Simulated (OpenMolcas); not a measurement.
## Multiconfigurational calculation on Cu3+

Cu3+ among 5 point charges of -2 e arranged as a trigonal bipyramid (D3h), 1.95 Å from the ion, with the axial distance 1.833 Å.

Input:

```
&GATEWAY
Coord
1

Cu 0.0 0.0 0.0
Basis=ANO-RCC-VDZP
Group=NoSym
NoMove
AngMom=0.0 0.0 0.0
AMFI
XField
5 Angstrom 0
1.950000 0.000000 0.000000 -2.000000
-0.975000 1.688750 0.000000 -2.000000
-0.975000 -1.688750 0.000000 -2.000000
0.000000 0.000000 1.833000 -2.000000
0.000000 0.000000 -1.833000 -2.000000
&SEWARD
* reference wave functions (RASSCF and RASSI steps not shown): 8 electrons in 5 orbitals (3d)
>>> COPY JOB001 $Project.JobIph
&CASPT2
Multistate=10 1 2 3 4 5 6 7 8 9 10
NoMult
Frozen=5
IPEA=0.25
Imaginary=0.1
MaxIter=60
WThr=0.0 0.3 0.05
PrWF=0.5
NoMix
>>> COPY JOB002 $Project.JobIph
&CASPT2
Multistate=15 1 2 3 4 5 6 7 8 9 10 11 12 13 14 15
NoMult
Frozen=5
IPEA=0.25
Imaginary=0.1
MaxIter=60
WThr=0.0 0.3 0.05
PrWF=0.5
NoMix
```

Launched by
```bash
OMP_NUM_THREADS=1 MOLCAS_MEM=1689 MOLCAS_PROJECT=a pymolcas a.inp > a.log  # once for each step of the input, in one work folder
```

Output, cut to the results:

```
--- CASPT2 ---
Orbital specifications:
      -----------------------

      Symmetry species                           1
                                                 a
      Frozen orbitals                            5
      Inactive orbitals                          4
      Active orbitals                            5
      Secondary orbitals                        20
      Deleted orbitals                           0
      Number of basis functions                 34
Type of calculation                        SS-CASPT2
      Fock operator                              state-specific
      IPEA shift                                 0.25
      Real shift                                 0.00
      Imaginary shift                            0.10
      The input orbitals will be transformed to quasi-canonical
Reference energy:       -1659.2785032658
      E2 (Non-variational):      -0.4175968610
      Shift correction:          -0.0000792233
      E2 (Variational):          -0.4176760843
      Total energy:           -1659.6961793501
      Residual norm:              0.0000001301
      Reference weight:           0.94992
      Contributions to the CASPT2 correlation energy
      Active & Virtual Only:         -0.2027163018
      One Inactive Excited:          -0.1656837932
      Two Inactive Excited:          -0.0491967659
Reference energy:       -1659.2785032623
      E2 (Non-variational):      -0.4178698769
      Shift correction:          -0.0000794480
      E2 (Variational):          -0.4179493249
      Total energy:           -1659.6964525873
      Residual norm:              0.0000001335
      Reference weight:           0.94985
      Contributions to the CASPT2 correlation energy
      Active & Virtual Only:         -0.2027864386
      One Inactive Excited:          -0.1658704601
      Two Inactive Excited:          -0.0492129783
::    CASPT2 Root  1     Total energy:  -1659.69617935
::    CASPT2 Root  2     Total energy:  -1659.69645259
::    CASPT2 Root  3     Total energy:  -1659.69333581
::    CASPT2 Root  4     Total energy:  -1659.69333599
::    CASPT2 Root  5     Total energy:  -1659.68287196
::    CASPT2 Root  6     Total energy:  -1659.67859602
::    CASPT2 Root  7     Total energy:  -1659.67859635
::    CASPT2 Root  8     Total energy:  -1659.60593712
::    CASPT2 Root  9     Total energy:  -1659.60593683
::    CASPT2 Root 10     Total energy:  -1659.58123591
--- CASPT2 ---
Orbital specifications:
      -----------------------

      Symmetry species                           1
                                                 a
      Frozen orbitals                            5
      Inactive orbitals                          4
      Active orbitals                            5
      Secondary orbitals                        20
      Deleted orbitals                           0
      Number of basis functions                 34
Type of calculation                        SS-CASPT2
      Fock operator                              state-specific
      IPEA shift                                 0.25
      Real shift                                 0.00
      Imaginary shift                            0.10
      The input orbitals will be transformed to quasi-canonical
Reference energy:       -1659.1937636951
      E2 (Non-variational):      -0.4303560144
      Shift correction:          -0.0000829042
      E2 (Variational):          -0.4304389186
      Total energy:           -1659.6242026137
      Residual norm:              0.0000000879
      Reference weight:           0.94790
      Contributions to the CASPT2 correlation energy
      Active & Virtual Only:         -0.2079367664
      One Inactive Excited:          -0.1668240012
      Two Inactive Excited:          -0.0555952467
Reference energy:       -1659.1925040179
      E2 (Non-variational):      -0.4346823151
      Shift correction:          -0.0000857928
      E2 (Variational):          -0.4347681080
      Total energy:           -1659.6272721258
      Residual norm:              0.0000000751
      Reference weight:           0.94676
      Contributions to the CASPT2 correlation energy
      Active & Virtual Only:         -0.2093071444
      One Inactive Excited:          -0.1681260216
      Two Inactive Excited:          -0.0572491491
::    CASPT2 Root  1     Total energy:  -1659.62420261
::    CASPT2 Root  2     Total energy:  -1659.62727213
::    CASPT2 Root  3     Total energy:  -1659.62723629
::    CASPT2 Root  4     Total energy:  -1659.61609600
::    CASPT2 Root  5     Total energy:  -1659.61609626
::    CASPT2 Root  6     Total energy:  -1659.58002640
::    CASPT2 Root  7     Total energy:  -1659.58002706
::    CASPT2 Root  8     Total energy:  -1659.58107082
::    CASPT2 Root  9     Total energy:  -1659.57198387
::    CASPT2 Root 10     Total energy:  -1659.57211013
::    CASPT2 Root 11     Total energy:  -1659.55844645
::    CASPT2 Root 12     Total energy:  -1659.55841238
::    CASPT2 Root 13     Total energy:  -1659.54448879
::    CASPT2 Root 14     Total energy:  -1659.54455001
::    CASPT2 Root 15     Total energy:  -1659.40993033
```

Spin-orbit levels above the lowest (labels of D3, the rotations of D3h), with the averaged single-state CASPT2 energies on the diagonal:

| E (cm-1) | Degeneracy | Label | 2S+1 | g |
| --- | --- | --- | --- | --- |
| 0 | 2 |  | 3 | 0.00 0.00 7.94 |
| 48 | 2 | E | 3 | 0.00 0.00 4.83 |
| 570 | 2 | E | 3 | 0.00 0.00 1.48 |
| 1200 | 1 | A1 | 3 |  |
| 2140 | 2 | E | 3 | 0.00 0.00 5.12 |
| 2220 | 1 | A2 | 3 |  |
| 2590 | 2 | E | 3 | 0.00 0.00 0.94 |
| 3550 | 2 | E | 3 | 0.00 0.00 10.00 |
| 4520 | 2 | E | 3 | 0.00 0.00 3.57 |
| 4860 | 1 | A1 | 3 |  |
| 5120 | 1 | A1 | 3 |  |
| 5120 | 1 | A2 | 3 |  |
| 6350 | 2 | E | 3 | 0.00 0.00 2.07 |
| 16090 | 2 | E | 1 (90 %) | 0.00 0.00 4.13 |
| 16880 | 1 | A1 | 1 |  |
| 18310 | 2 | E | 1 (84 %) | 0.00 0.00 2.02 |
| 20860 | 2 | E | 3 | 0.00 0.00 5.84 |
| 21310 | 2 | E | 3 (85 %) | 0.00 0.00 2.00 |
| 21360 | 1 | A1 | 3 |  |
| 21410 | 1 | A2 | 3 |  |

Roots that are degenerate in the reference are averaged as groups; the widest CASPT2 spread within a group is 60 cm-1 (the 2-fold group of multiplicity 3 near 0 cm-1 above the lowest state of its run). Shifts and gaps below about the spread of the groups concerned are not significant. An orbital doublet at a regular site is open to a Jahn-Teller distortion, which this geometry leaves out. Point charges give a weaker field than real ligands, and real ions of this kind are often low spin; the high spin found here belongs to the model. The ground term spreads over less than 5000 cm-1, several times less than with real ligands, so orbital moments are less quenched and χT lies further from the spin-only value than at real sites. Free-ion shares, where given, are those of the reference states; single-state CASPT2 does not remix them. This is an electrostatic model: the charges have no orbitals. No measured value stands beside these numbers.

With an even number of electrons the g values are those of a degenerate or nearly degenerate non-Kramers pair.
